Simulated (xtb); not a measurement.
H₂Sb, SMILES [SbH2] (connectivity only; charge and spin as stated), charge +1, multiplicity 1. All values are semi-empirical tight-binding results from xtb (GFN2-xTB unless named), good for trends rather than for accurate numbers. Coordinates come from a GFN2-xTB optimisation. The spin state was assumed, not searched. The isomer is the one that the SMILES or the coordinates give; other isomers of the formula were not compared.

Optimised geometry:

Bonded distances (Å): Sb1–H2 1.711, Sb1–H3 1.711. Angles (°): H2–Sb1–H3 89.6.
Charge +1, spin multiplicity 1.

For metal compounds this method's bond lengths and energies can be far off.

Computed properties:
```yaml
point_group_as_xtb_finds_it: C2v
orbital_gap: 2.08 eV
zero_point_energy: 5.8 kcal/mol
G − E(el) at 298.15 K (modified RRHO): -8.1 kcal/mol
```

Computed atomic charges:
charges (e) Sb1 0.70, H2 0.15, H3 0.15.
